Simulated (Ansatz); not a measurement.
Molecule: sum formula H$_{3}$BO, charge 0, multiplicity 1. 
Structure (B3LYP-D3(BJ)/def2-TZVP (Ansatz, a quantum-chemistry and plane-wave program) minimum search):
```
B
O 1 1.3512
H 2 0.9633 1 114.11
H 1 1.1918 2 116.77 3 180.00
H 1 1.1973 4 122.56 2 180.00
```
Charge 0, spin multiplicity 1.

Property: vertical triplet-singlet gap (E(triplet) - E(singlet); each state is the SCF solution reached for its spin), in kJ/mol. Correlated levels leave the core frozen unless marked. UHF or UKS for open shells. Spin-orbit coupling is left out. Non-relativistic. CBS marks a two-point X^-3 extrapolation of the correlation energy; Hartree-Fock from the larger set.

```tsv
level	program	vertical triplet-singlet gap (kJ/mol)
PBE/def2-TZVPD	Ansatz	?
CCSD/aug-cc-pVTZ	Ansatz	613.5
CCSD(T)/CBS(def2-TZVPPD,def2-QZVPPD)	Ansatz	?
```

### Question
Some entries are withheld; supply them.

### Answer

- PBE/def2-TZVPD, vertical triplet-singlet gap (kJ/mol): 531.1
- CCSD(T)/CBS(def2-TZVPPD,def2-QZVPPD), vertical triplet-singlet gap (kJ/mol): 607.9
